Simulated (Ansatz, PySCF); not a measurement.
This PySCF input computes a r2SCAN/def2-TZVPD energy:

```python
from pyscf import gto, scf, dft

mol = gto.M(
    atom='''
    Ge   -0.00000000   -0.00000000   -0.00000000
    H     0.01334437   -0.02292427    1.72509255
    H    -0.01334437    0.02292427   -1.72509255
    H     1.59004196    0.02108846   -0.01201945
    H    -0.81314366    1.36639026    0.02444761
    H    -0.77689830   -1.38747872   -0.01242816
    ''',
    basis='def2-tzvpd',
    charge=-1,
    spin=0,
    verbose=4,
)

mf = dft.RKS(mol, xc='r2scan').density_fit(auxbasis='def2-universal-jkfit')
mf.grids.level = 4
mf.conv_tol = 1e-9
mf.max_cycle = 100
mf.max_memory = 1500
mf.kernel()
if not mf.converged:
    mf = mf.newton()
    mf.kernel(mf.make_rdm1())
mf.analyze()
```

Question: Write an input for the same energy in Ansatz (an electronic-structure program) and say what it gives.

Answer: 
Ansatz 0.2 input:
```yaml
crystal:
  periodic: [false, false, false]
  atoms:
    - {symbol: Ge, position_ang: [-0.00000000, -0.00000000, -0.00000000]}
    - {symbol: H, position_ang: [0.01334437, -0.02292427, 1.72509255]}
    - {symbol: H, position_ang: [-0.01334437, 0.02292427, -1.72509255]}
    - {symbol: H, position_ang: [1.59004196, 0.02108846, -0.01201945]}
    - {symbol: H, position_ang: [-0.81314366, 1.36639026, 0.02444761]}
    - {symbol: H, position_ang: [-0.77689830, -1.38747872, -0.01242816]}
basis:
  gaussian:
    orbitals: def2-TZVPD
hamiltonian:
  xc: {name: r2SCAN}
total_charge: -1
output: {forces: true}
```
It gives -2079.92486 Eh, and PySCF -2079.92498 Eh, a difference of 0.12 mEh, from the treatment of integrals and grids.
